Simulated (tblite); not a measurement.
Compound: C4H10B2FN.
SMILES with atom numbers: `[BH2:1][NH:2][B:3](/[CH:4]=[CH:5]\[F:6])[CH2:7][CH3:8]` (hydrogens: H9, H10 on B1; H11 on N2; H12 on C4; H13 on C5; H14, H15 on C7; H16, H17, H18 on C8)

Geometry (GFN2-xTB, Å), atoms numbered from 1 in this order:
```
atom  x, y, z in Å
B1     2.3307   -1.4108   -0.2889
N2     1.6238   -0.2050   -0.1357
B3     0.2382    0.0904   -0.2141
C4    -0.2326    1.5827   -0.0866
C5     0.3551    2.5628    0.5830
F6     1.5037    2.3945    1.2717
C7    -0.8595   -1.0289   -0.4768
C8    -2.1819   -0.8277    0.2712
H9     1.7615   -2.4034   -0.5264
H10    3.4980   -1.3987   -0.1834
H11    2.2055    0.5989    0.0607
H12   -1.1573    1.8706   -0.5684
H13    0.0056    3.5829    0.6813
H14   -1.0774   -1.0428   -1.5498
H15   -0.4792   -2.0209   -0.2359
H16   -2.8765   -1.6353    0.0476
H17   -2.6554    0.1111   -0.0063
H18   -2.0111   -0.8140    1.3452
```

Method: GFN2-xTB as coded in tblite; computed harmonic values from a numerical Hessian at the method's own geometry, unscaled. The method is semi-empirical: single wavenumbers can be off by several per cent or more. Modes of hydrogen on boron can be 10 to 20 % off. One conformer, not necessarily the lowest. The optimisation stopped once no atom felt more than 0.01 eV/Å.

Lowest wavenumbers of the output (negative numbers stand for imaginary wavenumbers):
```
mode    cm-1
  1     -37.5
  2      35.1
  3      93.6
  4     151.4
  5     162.4
  6     194.9
  7     240.2
  8     269.9
```

Question: Is this structure a minimum?

Answer: Not by this Hessian. 1 mode is imaginary beyond 20i (38i cm⁻¹), so at this level the point lies at or near a first-order saddle. The curvature is small, so loose convergence or finite differences may be the whole cause.

Question: Which atoms move in the imaginary mode?

Answer: 38i: C7 (sp3 carbon bound to boron) 20 %, C8 (methyl carbon) 19 %, H18 (methyl hydrogen) 13 %, H17 (methyl hydrogen) 13 %. These are shares of the mass-weighted motion.

Question: What is the remedy?

Answer: Step along that mode in both directions, optimise again with tighter thresholds and repeat the frequencies. The zero-point energy of this point (88.5 kcal/mol) counts the 47 real modes alone, and thermal corrections from it aren't those of a minimum.
